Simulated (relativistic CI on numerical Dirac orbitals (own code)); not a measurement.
# Sensitivity of the levels of Cd²²⁺ to α and to the nuclear radius

Calculated at this level of theory: Dirac-Coulomb-Breit CI, orbitals from a KLI potential per configuration, derivatives by finite differences, unscaled Slater integrals, QED left out (own radial code, finite nucleus).

Configuration list (outside the closed core [Ne]): 3s²3p⁶3d⁸, 3s²3p⁵3d⁹, 3s²3p⁴3d¹⁰, 3s3p⁶3d⁹, 3p⁶3d¹⁰, 3s3p⁵3d¹⁰, 3s²3p⁶3d⁷4s, 3s²3p⁶3d⁷4p. Levels of other configurations are missing.

With x = (α/α₀)² − 1 an excitation energy changes as ω = ω₀ + qx; K = 2q/ω₀ is the relative enhancement. Terms are leading LS components, so labels can repeat. The field-shift factor is F = δν/δ⟨r²⟩ for the transition from the lowest level.

Lowest level 3s²3p⁶3d⁸ ³F4.

```csv
Level,ω₀ (cm⁻¹),q (cm⁻¹),K,F (GHz/fm²)
3s²3p⁶3d⁸ ¹D2,38436,3802,0.198,0.0375
3s²3p⁶3d⁸ ³F3,52541,55210,2.1,0.42
3s²3p⁶3d⁸ ³P2,88421,59400,1.34,0.508
3s²3p⁶3d⁸ ³P0,99567,21640,0.435,0.297
3s²3p⁶3d⁸ ³P1,113676,56830,1,0.531
3s²3p⁶3d⁸ ¹G4,127124,49840,0.784,0.527
3s²3p⁶3d⁸ ¹D2,138710,103500,1.49,0.801
3s²3p⁶3d⁸ ¹S0,256650,92720,0.723,0.96
3s²3p⁵3d⁹ ³F°4,1610676,77730,0.0965,3.72
3s²3p⁵3d⁹ ¹D°2,1646694,90000,0.109,3.71
3s²3p⁵3d⁹ ³F°3,1696127,117000,0.138,3.84
3s²3p⁵3d⁹ ³D°2,1745404,132700,0.152,4.03
3s²3p⁵3d⁹ ³P°1,1750526,112600,0.129,3.61
3s²3p⁵3d⁹ ³P°0,1764970,139300,0.158,4.02
3s²3p⁵3d⁹ ³D°3,1784236,146100,0.164,3
3s²3p⁵3d⁹ ³D°1,1801636,119900,0.133,3.34
3s²3p⁵3d⁹ ³F°2,1973426,451600,0.458,-2.76
3s²3p⁵3d⁹ ³P°2,1994799,397600,0.399,-3.31
3s²3p⁵3d⁹ ¹F°3,2071429,353900,0.342,-1.76
3s²3p⁵3d⁹ ¹P°1,2123845,450000,0.424,-3.52
3s3p⁶3d⁹ ³D3,2920981,464100,0.318,-376
3s3p⁶3d⁹ ³D2,2941810,471300,0.32,-370
3s3p⁶3d⁹ ³D1,2980615,523600,0.351,-375
```

At this charge energies of transitions that change n are usually good to better than 1 %, and those within a shell (Δn = 0) to a few per cent. Terms inside the open d or f shell come out 10 to 20 % too wide with unscaled integrals.
